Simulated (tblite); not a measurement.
C₅H₁₁FSi.
SMILES with atom numbers: `[F:1][CH2:2][C@H:3]1[CH2:4][CH2:5][SiH2:6][CH2:7]1` (hydrogens: H8, H9 on C2; H10 on C3; H11, H12 on C4; H13, H14 on C5; H15, H16 on Si6; H17, H18 on C7)

Computed with GFN2-xTB (tblite), gas phase: L-BFGS steps from a force-field or distance-geometry start until the largest atomic force falls under 0.01 eV/Å.

Step 11: E = -619.7127 eV
```
atom  x, y, z in Å  |  force x, y, z in eV/Å
F1      1.9176   -1.3176    1.3502   -0.041  -0.062   0.000
C2      2.0436   -0.7710    0.0954   -0.109   0.012  -0.075
C3      0.7444   -0.0925   -0.3415   -0.116  -0.034   0.043
C4     -0.4481   -1.0672   -0.4081    0.026   0.056   0.026
C5     -1.7882   -0.3034   -0.4070    0.085   0.025   0.050
Si6    -1.4038    1.4697    0.1964    0.011  -0.062  -0.026
C7      0.3913    1.0399    0.6316    0.018  -0.040  -0.063
H8      2.3475   -1.5824   -0.5708   -0.084  -0.090  -0.062
H9      2.8526   -0.0421    0.1641    0.103   0.115  -0.008
H10     0.9106    0.3279   -1.3447    0.022  -0.045   0.171
H11    -0.3681   -1.6972   -1.2953    0.049  -0.021  -0.010
H12    -0.4134   -1.7267    0.4622    0.052   0.087   0.013
H13    -2.4849   -0.8204    0.2508   -0.069   0.048  -0.016
H14    -2.2513   -0.3024   -1.3950    0.126  -0.009   0.017
H15    -1.4187    2.4295   -0.9148   -0.078   0.027   0.017
H16    -2.2076    1.9401    1.3267    0.016  -0.032  -0.047
H17     0.4606    0.6681    1.6557    0.030  -0.001  -0.057
H18     1.1072    1.8541    0.5326   -0.042   0.029   0.028
```

Step 12: E = -619.7167 eV
```
atom  x, y, z in Å  |  force x, y, z in eV/Å
F1      1.9201   -1.3224    1.3474   -0.029  -0.071   0.008
C2      2.0452   -0.7741    0.0933   -0.094   0.019  -0.044
C3      0.7457   -0.0929   -0.3376   -0.095  -0.022  -0.002
C4     -0.4469   -1.0654   -0.4061    0.020   0.019   0.022
C5     -1.7873   -0.3012   -0.4071    0.083  -0.045   0.027
Si6    -1.4036    1.4694    0.1963    0.001  -0.095  -0.029
C7      0.3901    1.0415    0.6302    0.045  -0.053  -0.037
H8      2.3436   -1.5864   -0.5764   -0.088  -0.054  -0.035
H9      2.8575   -0.0466    0.1623    0.067   0.081  -0.020
H10     0.9154    0.3265   -1.3381    0.015  -0.016   0.085
H11    -0.3651   -1.6986   -1.2925    0.041   0.001   0.028
H12    -0.4124   -1.7207    0.4675    0.041   0.071   0.000
H13    -2.4843   -0.8220    0.2482   -0.065   0.068  -0.025
H14    -2.2478   -0.3009   -1.3967    0.126  -0.004   0.027
H15    -1.4306    2.4309   -0.9061   -0.060   0.082  -0.069
H16    -2.2084    1.9428    1.3184   -0.028  -0.016   0.041
H17     0.4569    0.6689    1.6530    0.040   0.005  -0.007
H18     1.1031    1.8575    0.5321   -0.020   0.031   0.029
```

**Question.** Estimate the geometry and energy of step 13. (The exact step hangs on the optimiser's Hessian estimate; all steps are aligned on step 12, rigid shifts and turns removed.)

**Answer.** E = -619.7196 eV, largest force 0.140 eV/Å
```
atom  x, y, z in Å  |  force x, y, z in eV/Å
F1      1.9212   -1.3269    1.3452   -0.015  -0.058  -0.008
C2      2.0453   -0.7759    0.0912   -0.039   0.009  -0.003
C3      0.7452   -0.0936   -0.3347   -0.025  -0.002  -0.025
C4     -0.4459   -1.0640   -0.4045    0.013  -0.023   0.018
C5     -1.7854   -0.3005   -0.4067    0.051  -0.079   0.004
Si6    -1.4034    1.4679    0.1958   -0.011  -0.060  -0.027
C7      0.3898    1.0418    0.6288    0.039  -0.033   0.003
H8      2.3390   -1.5901   -0.5808   -0.089  -0.006  -0.007
H9      2.8616   -0.0486    0.1607   -0.003   0.015  -0.031
H10     0.9190    0.3252   -1.3318    0.007   0.016  -0.010
H11    -0.3622   -1.6996   -1.2900    0.032   0.011   0.050
H12    -0.4108   -1.7151    0.4714    0.032   0.037   0.011
H13    -2.4852   -0.8217    0.2459   -0.055   0.069  -0.027
H14    -2.2426   -0.3000   -1.3973    0.113  -0.002   0.015
H15    -1.4401    2.4334   -0.9012   -0.045   0.090  -0.097
H16    -2.2093    1.9442    1.3132   -0.045  -0.014   0.082
H17     0.4552    0.6695    1.6508    0.043   0.006   0.031
H18     1.0999    1.8603    0.5324   -0.004   0.024   0.021
```

The energy changes by -0.0029 eV. The first-order estimate −F·Δx gives -0.0040 eV and the mean of the old and new forces, exact on a quadratic surface, -0.0029 eV. The step makes an angle of 60° with the force vector and moves no atom by more than 0.011 Å.

The cost below is that of the whole relaxation. The run took 0.89 s wall on Arm Neoverse N1, one thread, no GPU, shared host with 64 logical CPUs at a one-minute load of 60.
